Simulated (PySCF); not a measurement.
Isomers of C5H14OSSi2.

All values: PBE0/pcSseg-1 (PySCF) at GFN2-xTB geometries, gas phase, one conformer each.

**Question.** Rank by the highest Hirshfeld charge on any atom, lowest value first.
A. `[CH3:1][S:2][SiH2:3][SiH2:4][C:5]([CH3:6])([CH3:7])[CH:8]=[O:9]` with C1–S2–Si3–Si4 -172°, S2–Si3–Si4–C5 -55°, Si3–Si4–C5–C6 -163°, Si4–C5–C8–O9 37°
B. `[OH:1][Si@H:2]([CH2:3][CH:4]1[CH2:5][CH2:6][CH2:7]1)[SiH2:8][SH:9]` with H–O1–Si2–C3 -54°, O1–Si2–C3–C4 -47°, Si2–C3–C4–C5 -69°, O1–Si2–Si8–S9 168°, Si2–Si8–S9–H 175°, C3–C4–C5–C6 -132°, C4–C5–C6–C7 12°, C5–C6–C7–C4 -12°
C. `[CH3:1][S:2][SiH2:3][CH2:4][C@H:5]([SiH3:6])[C:7]([CH3:8])=[O:9]` with C1–S2–Si3–C4 177°, S2–Si3–C4–C5 152°, Si3–C4–C5–Si6 148°, C4–C5–C7–C8 -179°
D. `[CH3:1][Si:2]1([CH3:3])[CH2:4][C@@H:5]([S:6][SiH3:7])[CH2:8][O:9]1` with C4–C5–S6–Si7 -159°, C1–Si2–C4–C5 134°, Si2–C4–C5–S6 -157°, C4–C5–C8–O9 41°, C5–C8–O9–Si2 -27°
E. `[CH3:1][C@@H:2]([SiH3:3])[C@:4]([CH3:5])([CH:6]=[O:7])[S:8][SiH3:9]` with C1–C2–C4–C5 -61°, C2–C4–C6–O7 -18°, C2–C4–S8–Si9 46°
F. `[CH2:1]=[C:2]([CH3:3])[Si@@H:4]([OH:5])[S:6][CH2:7][SiH2:8][CH3:9]` with C1–C2–Si4–O5 -58°, C2–Si4–O5–H 98°, C2–Si4–S6–C7 41°, Si4–S6–C7–Si8 79°, S6–C7–Si8–C9 60°

**Answer.** A (+0.243 e), E (+0.308 e), C (+0.330 e), B (+0.344 e), F (+0.384 e), D (+0.463 e).

**Question.** Rank by LUMO energy, highest first.
A. `[CH3:1][C@@H:2]([SiH3:3])[C@:4]([CH3:5])([CH:6]=[O:7])[S:8][SiH3:9]` with C1–C2–C4–C5 -61°, C2–C4–C6–O7 -18°, C2–C4–S8–Si9 46°
B. `[CH3:1][S:2][SiH2:3][CH2:4][C@H:5]([SiH3:6])[C:7]([CH3:8])=[O:9]` with C1–S2–Si3–C4 177°, S2–Si3–C4–C5 152°, Si3–C4–C5–Si6 148°, C4–C5–C7–C8 -179°
C. `[CH3:1][S:2][SiH2:3][SiH2:4][C:5]([CH3:6])([CH3:7])[CH:8]=[O:9]` with C1–S2–Si3–Si4 -172°, S2–Si3–Si4–C5 -55°, Si3–Si4–C5–C6 -163°, Si4–C5–C8–O9 37°
D. `[CH2:1]=[C:2]([CH3:3])[Si@@H:4]([OH:5])[S:6][CH2:7][SiH2:8][CH3:9]` with C1–C2–Si4–O5 -58°, C2–Si4–O5–H 98°, C2–Si4–S6–C7 41°, Si4–S6–C7–Si8 79°, S6–C7–Si8–C9 60°
E. `[CH3:1][Si:2]1([CH3:3])[CH2:4][C@@H:5]([S:6][SiH3:7])[CH2:8][O:9]1` with C4–C5–S6–Si7 -159°, C1–Si2–C4–C5 134°, Si2–C4–C5–S6 -157°, C4–C5–C8–O9 41°, C5–C8–O9–Si2 -27°

**Answer.** E (0.19 eV), D (-0.67 eV), A (-0.89 eV), C (-1.10 eV), B (-1.29 eV).

**Question.** Rank by the highest IAO charge on any atom, lowest value first.
A. `[CH3:1][Si:2]1([CH3:3])[CH2:4][C@@H:5]([S:6][SiH3:7])[CH2:8][O:9]1` with C4–C5–S6–Si7 -159°, C1–Si2–C4–C5 134°, Si2–C4–C5–S6 -157°, C4–C5–C8–O9 41°, C5–C8–O9–Si2 -27°
B. `[CH3:1][S:2][SiH2:3][CH2:4][C@H:5]([SiH3:6])[C:7]([CH3:8])=[O:9]` with C1–S2–Si3–C4 177°, S2–Si3–C4–C5 152°, Si3–C4–C5–Si6 148°, C4–C5–C7–C8 -179°
C. `[OH:1][Si@H:2]([CH2:3][CH:4]1[CH2:5][CH2:6][CH2:7]1)[SiH2:8][SH:9]` with H–O1–Si2–C3 -54°, O1–Si2–C3–C4 -47°, Si2–C3–C4–C5 -69°, O1–Si2–Si8–S9 168°, Si2–Si8–S9–H 175°, C3–C4–C5–C6 -132°, C4–C5–C6–C7 12°, C5–C6–C7–C4 -12°
D. `[CH3:1][C@@H:2]([SiH3:3])[C@:4]([CH3:5])([CH:6]=[O:7])[S:8][SiH3:9]` with C1–C2–C4–C5 -61°, C2–C4–C6–O7 -18°, C2–C4–S8–Si9 46°
E. `[CH2:1]=[C:2]([CH3:3])[Si@@H:4]([OH:5])[S:6][CH2:7][SiH2:8][CH3:9]` with C1–C2–Si4–O5 -58°, C2–Si4–O5–H 98°, C2–Si4–S6–C7 41°, Si4–S6–C7–Si8 79°, S6–C7–Si8–C9 60°
F. `[CH3:1][S:2][SiH2:3][SiH2:4][C:5]([CH3:6])([CH3:7])[CH:8]=[O:9]` with C1–S2–Si3–Si4 -172°, S2–Si3–Si4–C5 -55°, Si3–Si4–C5–C6 -163°, Si4–C5–C8–O9 37°

**Answer.** F (+0.447 e), D (+0.584 e), B (+0.723 e), C (+0.888 e), E (+1.057 e), A (+1.264 e).

All values together:

```
                            SMILES  μ (D)  HOMO (eV)  LUMO (eV)  lowest IAO charge (e)  highest IAO charge (e)  lowest Hirshfeld charge (e)  highest Hirshfeld charge (e)
      C[Si]1(C)C[C@@H](S[SiH3])CO1   1.24      -6.84       0.19             -0.740 (C)             +1.264 (Si)                   -0.241 (O)                   +0.463 (Si)
           O[Si@H](CC1CCC1)[SiH2]S   2.25      -7.06      -0.57             -0.795 (O)             +0.888 (Si)                   -0.306 (O)                   +0.344 (Si)
C[C@@H]([SiH3])[C@](C)(C=O)S[SiH3]   1.69      -7.19      -0.89           -0.420 (C/O)             +0.584 (Si)                   -0.214 (O)                   +0.308 (Si)
      CS[SiH2]C[C@H]([SiH3])C(C)=O   5.12      -5.88      -1.29             -0.539 (C)             +0.723 (Si)                   -0.167 (S)                   +0.330 (Si)
          CS[SiH2][SiH2]C(C)(C)C=O   2.05      -6.46      -1.10             -0.496 (C)             +0.447 (Si)                   -0.178 (O)                   +0.243 (Si)
         C=C(C)[Si@@H](O)SC[SiH2]C   1.55      -6.66      -0.67             -0.783 (O)             +1.057 (Si)                   -0.305 (O)                   +0.384 (Si)
```

Conformers: `[CH3:1][Si:2]1([CH3:3])[CH2:4][C@@H:5]([S:6][SiH3:7])[CH2:8][O:9]1` with C4–C5–S6–Si7 -159°, C1–Si2–C4–C5 134°, Si2–C4–C5–S6 -157°, C4–C5–C8–O9 41°, C5–C8–O9–Si2 -27°; `[OH:1][Si@H:2]([CH2:3][CH:4]1[CH2:5][CH2:6][CH2:7]1)[SiH2:8][SH:9]` with H–O1–Si2–C3 -54°, O1–Si2–C3–C4 -47°, Si2–C3–C4–C5 -69°, O1–Si2–Si8–S9 168°, Si2–Si8–S9–H 175°, C3–C4–C5–C6 -132°, C4–C5–C6–C7 12°, C5–C6–C7–C4 -12°; `[CH3:1][C@@H:2]([SiH3:3])[C@:4]([CH3:5])([CH:6]=[O:7])[S:8][SiH3:9]` with C1–C2–C4–C5 -61°, C2–C4–C6–O7 -18°, C2–C4–S8–Si9 46°; `[CH3:1][S:2][SiH2:3][CH2:4][C@H:5]([SiH3:6])[C:7]([CH3:8])=[O:9]` with C1–S2–Si3–C4 177°, S2–Si3–C4–C5 152°, Si3–C4–C5–Si6 148°, C4–C5–C7–C8 -179°; `[CH3:1][S:2][SiH2:3][SiH2:4][C:5]([CH3:6])([CH3:7])[CH:8]=[O:9]` with C1–S2–Si3–Si4 -172°, S2–Si3–Si4–C5 -55°, Si3–Si4–C5–C6 -163°, Si4–C5–C8–O9 37°; `[CH2:1]=[C:2]([CH3:3])[Si@@H:4]([OH:5])[S:6][CH2:7][SiH2:8][CH3:9]` with C1–C2–Si4–O5 -58°, C2–Si4–O5–H 98°, C2–Si4–S6–C7 41°, Si4–S6–C7–Si8 79°, S6–C7–Si8–C9 60°.
